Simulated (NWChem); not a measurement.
Si₂H₄O₃; SMILES O[SiH]1O[SiH2]O1

```xyz
9

O      0.5140    -2.1497     0.0000
Si    -0.4427    -0.8175     0.0000
O     -0.1065     0.3392    -1.1916
Si     0.1966     1.5035     0.0000
O     -0.1065     0.3392     1.1916
H      1.4736    -2.0205     0.0000
H     -1.8163    -1.3380     0.0000
H     -0.7692     2.6264     0.0000
H      1.5897     2.0118     0.0000
```
Atoms are numbered in this order, from 1.

Program: NWChem. All runs use the structure optimised with B3LYP/6-31G* (spherical d). Atomic charges in e: unrestrained fits to the electrostatic potential beside Mulliken populations; buried atoms are poorly determined by the fit.

Question: Predict the results for B3LYP/def2-SVP. Quantities: ESP O1; Mulliken O1; ESP Si2; Mulliken Si2; ESP O3; Mulliken O3; ESP Si4; Mulliken Si4; ESP O5; Mulliken O5; relative RMS misfit of the potential (%).

Answer: 
```
Quantity                                  Result
----------------------------------------  ------
ESP O1                                     -0.68
Mulliken O1                                -0.37
ESP Si2                                     1.12
Mulliken Si2                                0.83
ESP O3                                     -0.67
Mulliken O3                                -0.55
ESP Si4                                     0.94
Mulliken Si4                                0.75
ESP O5                                     -0.67
Mulliken O5                                -0.55
relative RMS misfit of the potential (%)      24
```
